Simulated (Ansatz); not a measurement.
```yaml
crystal:
  periodic: [false, false, false]
  atoms:
    - {symbol: Nb, position_ang: [-0.000313, -0.000283, 0.049427]}
    - {symbol: S, position_ang: [0.008790, -0.014947, 2.201265]}
    - {symbol: O, position_ang: [1.739264, 0.314128, -0.589815]}
    - {symbol: H, position_ang: [2.591942, 0.461987, -0.170843]}
    - {symbol: O, position_ang: [-1.141946, 1.357643, -0.571656]}
    - {symbol: H, position_ang: [-1.696865, 2.017014, -0.145220]}
    - {symbol: O, position_ang: [-0.604889, -1.659415, -0.594417]}
    - {symbol: H, position_ang: [-0.895982, -2.476136, -0.178749]}
basis:
  gaussian: {orbitals: STO-3G}
hamiltonian: {xc: {name: PBEsol}, dispersion: d4, pseudopotentials: {relativity: none}}
accuracy: high
scf: {omitted_lower_state_checks: [starts]}
```

```sh
$ ansatz run in.yaml --threads 4 --pin off --events-out ev --progress --plain --max-ram 3916MiB
```

Shortened log:

```
Functional definition: PBEsol
1163 factors; integrals over basis functions are off by at most 1.5e-8 eV
mean field evaluation 1: about -117873.5619 eV, gradient 1.9e1 eV
mean field evaluation 2: about -117867.7897 eV, gradient 5.3e1 eV
mean field evaluation 4: about -117874.3336 eV, gradient 9.3e0 eV
mean field evaluation 8: about -117874.5590 eV, gradient 2.2e-1 eV
mean field evaluation 16: about -117874.5592 eV, gradient 1.5e-6 eV
mean field -117874.55918872 eV, -4331.8101519398 hartree, gradient 6.4e-8 eV, S^2 0.000000; 0 other end points of the search recorded, 0 dependent functions left out
reference -117874.55919142 eV, -4331.8101520387 hartree; 42, 42 occupied and 12, 12 virtual orbitals, 1163 factors
Total energy: -117874.62901332 eV, -4331.8127179462 hartree
Checks for a lower state left out: starts
```

Run time 0.9 s (4 threads of AMD EPYC 9R45 on a shared host).
